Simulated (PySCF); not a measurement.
Simulated outer-valence photoelectron spectrum of `[SiH3][Se][SiH2]Br`. Method used: EOM-IP-CCSD/aug-cc-pVDZ in PySCF, restricted Hartree–Fock reference, 28 core orbitals frozen, non-relativistic, gas phase, PBE0-D3(BJ)/def2-SVP geometry.

Each root has a Gaussian of 0.8 eV full width with its one-hole share as area; cross sections and vibrations are left out, and the highest printed point is 100.

```csv
ionisation energy (eV),intensity
8.0,0
8.2,1
8.4,3
8.6,10
8.8,23
9.0,36
9.2,40
9.4,32
9.6,20
9.8,15
10.0,23
10.2,43
10.4,66
10.6,80
10.8,82
11.0,76
11.2,68
11.4,62
11.6,57
11.8,51
12.0,43
12.2,39
12.4,49
12.6,73
12.8,95
13.0,100
13.2,84
13.4,54
13.6,27
13.8,10
14.0,3
14.2,1
```

Task: Where are the maxima, and how many lines lie under the curve?

Result: 3 maxima, at 9.2, 10.7 and 13.0 eV, from 8 lines. At this width some lines have no maximum of their own.

Task: List the lines with their holes.

Result: 
```
E (eV)  leading hole (HF orbital)  area  Koopmans (eV)
  9.16                       HOMO  0.95           9.79
 10.44                     HOMO-1  0.95          11.12
 10.75                     HOMO-2  0.95          11.51
 11.22                     HOMO-3  0.95          11.90
 11.81                     HOMO-4  0.95          12.59
 12.69                     HOMO-5  0.94          13.57
 12.96                     HOMO-6  0.94          13.83
 13.19                     HOMO-7  0.93          14.13
```

The widest gap, 1.28 eV, lies between 9.16 and 10.44 eV. Only orbitals with −ε under 21 eV, eight at most, were ionised, so the high end of the curve may lack lines.

On Arm Neoverse V2, one thread, shared host with 32 logical CPUs at a one-minute load of 12, this took 8.2 min and 3.0 GiB of memory at its peak.

The values belong to the conformer `[SiH3:1][Se:2][SiH2:3][Br:4]`: Si1–Se2–Si3–Br4 -56°.
